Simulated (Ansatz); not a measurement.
`N[Si](F)(F)Cl` + H₂O → `N[Si](O)(F)F` + HCl  (formal hydrolysis of the Si–Cl bond)

Isolated molecules relaxed with PBE0-D4/def2-TZVP in Ansatz; ΔE leaves out vibrations. CCSD(T)/CBS adds triple-zeta CCSD(T) − MP2 to the extrapolated MP2 energy (def2 sets, frozen cores). This one scheme is used for every species. One conformer a species, not always the lowest.

`N[Si](F)(F)Cl`:

Cartesian coordinates in Å:
```
N 0.469 0.955 -0.237
Si -0.190 -0.570 -0.008
F -1.143 -0.896 -1.221
F 0.980 -1.625 0.046
Cl -1.290 -0.848 1.675
H 1.274 1.257 0.286
H -0.101 1.727 -0.541
```

H₂O:

Z-matrix (Å, degrees):
```
O
H 1 0.960
H 1 0.960 2 105.1
```

`N[Si](O)(F)F`:

Z-matrix (Å, degrees):
```
Si
O 1 1.619
F 1 1.581 2 104.1
N 1 1.686 2 112.4 3 125.7
F 1 1.584 2 112.9 3 -114.3
H 2 0.958 1 117.2 3 -175.6
H 4 1.006 1 121.2 2 -53.5
H 4 1.006 1 120.5 2 156.7
```

HCl:

```xyz
2

Cl   -0.256   -0.294   -0.507
H     0.256    0.294    0.507
```

```
        species  HF/CBS(def2) energy (Eh)
`N[Si](F)(F)Cl`               -1003.35179
            H₂O                 -76.06721
 `N[Si](O)(F)F`                -619.31590
            HCl                -460.11403
```

Question: Work out ΔE.

Answer: ΔE = (-619.31590) + (-460.11403) − (-1003.35179) − (-76.06721) = -0.01093 Eh = -28.7 kJ/mol. CCSD(T)/CBS gives -17.0 kJ/mol.

Largest T1 diagnostic among the species: 0.011.

From BLYP to BHLYP (50 % exact exchange), in def2-TZVPP and without D4, ΔE moves by −5.2 kJ/mol. The D4 term adds +3.1 kJ/mol with B3LYP and +1.6 kJ/mol with PBE0; it sums over pairs of atoms, weighted by their polarisabilities, and B3LYP, whose exchange is more repulsive, gets the larger term.

B3LYP here is the variant with VWN-RPA as its local correlation; programs differ in this.
